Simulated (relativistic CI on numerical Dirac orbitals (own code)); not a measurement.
Hyperfine structure of Rh12+, mass number 103

Method of calculation: Dirac-Coulomb-Breit CI, KLI orbitals optimised for each configuration, QED by a radiative potential, unscaled Slater integrals (own radial code, finite nucleus).

Configurations in the expansion (outside the closed core [Ar] 3d10): 4s2 4p3, 4s 4p4, 4p5, 4s2 4p2 4d, 4s 4p3 4d, 4s2 4p2 4f, 4s 4p3 4f, 4p4 4d, 4s 4p2 4d2, 4s2 4p2 5s, 4s2 4p 4d 4f, 4s2 4p2 5p, 4s2 4p 4d2, 4s2 4d3, 4s 4p 4d3, 4s2 4d2 4f, 4s 4p 4d2 4f, 4s2 4d2 5s, 4p3 4d2, 4p2 4d3, 4p2 4d2 4f, 4p2 4d2 5s. Double excitations out of closed p, d and f shells are left out; levels of such configurations are missing from the list, as are those of other unlisted configurations, and high levels can miss mixing partners. These lack a partner that the ground configuration has and come out too high: 4s2 4p2 5p.

Nuclear spin I = 1/2, μ = -0.08829 μN (tables of Stone and Pyykkö). The electronic factors are computed for point nuclear moments, without core polarisation or the Bohr-Weisskopf and QED corrections.

```
          Level  E (cm⁻¹)  A (MHz)
4s2 4p3 2D°_3/2     36533   -554.6
4s2 4p3 2D°_5/2     49863    -2010
4s2 4p3 2P°_1/2     75056    -5938
4s2 4p3 2P°_3/2    102137    -1086
  4s 4p4 4P_5/2    280724    -4755
  4s 4p4 4P_3/2    304708    -3393
  4s 4p4 4P_1/2    310755   -11320
  4s 4p4 2D_3/2    349465    967.3
```

Levels with J = 0, under 50 % of one LS term, or S terms without an open s electron are left out. Small factors come from cancelling terms and can be off by tens of per cent or more.

At this charge energies of transitions that change n are usually good to better than 1 %, and those within a shell (Δn = 0) to a few per cent.

(1) Give the hyperfine levels of 4s2 4p3 2D°_5/2 relative to its centre of gravity.

Results:

(1) With K = F(F + 1) − I(I + 1) − J(J + 1), E = AK/2: F = 2: 3518, F = 3: -2513 MHz.

LS names give the leading component of a level, which can be under half, so a name can repeat, a term be missing and a line seem to break the LS rules.
